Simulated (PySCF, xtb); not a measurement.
1,1,2,2-tetrafluoroethane (C2H2F4), SMILES FC(F)C(F)F.

GFN2-xTB run with xtb 6.7.1 at its own geometry gives an orbital gap of 12.18 eV and a dipole moment of 0.00 D.

Geometry optimised at B3LYP-D3(BJ)/def2-SVP. Other conformers were not sampled.

Task: What does PySCF with B3LYP/def2-TZVP give? (Estimate from the structure and the level; the computed values follow.)

Result: gap 10.77 eV (levels -9.68 and 1.08 eV), dipole 0.00 D.
